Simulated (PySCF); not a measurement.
SnH4, SMILES [SnH4].

Geometry: B3LYP-D3(BJ)/def2-TZVPD. The isomer is the one that the SMILES or the coordinates give; other isomers of the formula were not compared. The def2 effective core potentials stand for the cores of Sn; spin–orbit coupling is left out.

The numbers are results of PySCF with TDA-B3LYP/def2-TZVPD, not measurements.

Vertical excitations; the highest root listed may be one member of a degenerate set. Isolated molecule, no solvent. State labels are in the subgroup D2.

```csv
state,symmetry,energy (eV),λ (nm),f,main pairs
S1,B3,7.76,160,0.114,HOMO→LUMO (degenerate set)
S2,B2,7.76,160,0.114,HOMO−1→LUMO (degenerate set)
S3,B1,7.76,160,0.114,HOMO−2→LUMO (degenerate set)
S4,B1,8.10,153,0.000,"HOMO→LUMO+2, HOMO−1→LUMO+3 (degenerate set)"
S5,B3,8.10,153,0.000,"HOMO−1→LUMO+1, HOMO−2→LUMO+2 (degenerate set)"
S6,B2,8.10,153,0.000,"HOMO→LUMO+1, HOMO−2→LUMO+3 (degenerate set)"
S7,A,8.30,149,0.000,"HOMO→LUMO+3, HOMO−1→LUMO+2 (degenerate set)"
S8,A,8.30,149,0.000,"HOMO−2→LUMO+1, HOMO−1→LUMO+2, HOMO→LUMO+3 (degenerate set)"
S9,A,8.66,143,0.000,"HOMO−2→LUMO+1 33 %, HOMO−1→LUMO+2 33 %, HOMO→LUMO+3 33 %"
S10,B2,8.91,139,0.366,"HOMO−2→LUMO+3 35 %, HOMO→LUMO+1 35 %, HOMO−1→LUMO+4 13 %, HOMO−1→LUMO+9 9 %"
T1,B1,6.90,180,0,HOMO−2→LUMO (degenerate set)
T2,B2,6.90,180,0,HOMO−1→LUMO (degenerate set)
T3,B3,6.90,180,0,HOMO→LUMO (degenerate set)
T4,A,7.39,168,0,"HOMO→LUMO+3 31 %, HOMO−1→LUMO+2 31 %, HOMO−2→LUMO+1 31 %"
```
Triplets are in the Tamm–Dancoff approximation.
